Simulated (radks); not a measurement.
Results of a calculation; reference values are marked as such.
The mean radii <r> (bohr) of the occupied orbitals of an atom or ion are listed with their occupations. Code: a radial shooting solver on a logarithmic mesh with Libxc functionals. Model: scalar-relativistic Kohn-Sham, LDA (Slater exchange, VWN5 correlation), spin-unpolarised, spherical densities, finite nucleus; Fermi nuclear charge, rms radius of each element as measured or else 0.836 A^(1/3) + 0.57 fm.

orbital  occ.      <r>
1s          2  0.04414
2s          2   0.1962
2p          6   0.1712
3s          2   0.5746
3p          6   0.5892
3d         10   0.6239
4s          2    1.585

Name the element and its charge.

Answer. Z = 34, selenium, charge +4: Se4+ in [Ar] 3d10 4s2. The 1s radius gives Z: for a bare nucleus <r> = (2 gamma + 1)/(2Z) with gamma = sqrt(1 - (Z/c)^2), 0.0432 bohr for Z = 34, and screening makes it slightly larger (0.04414 here). The occupations add up to 30, and the charge is Z minus that.
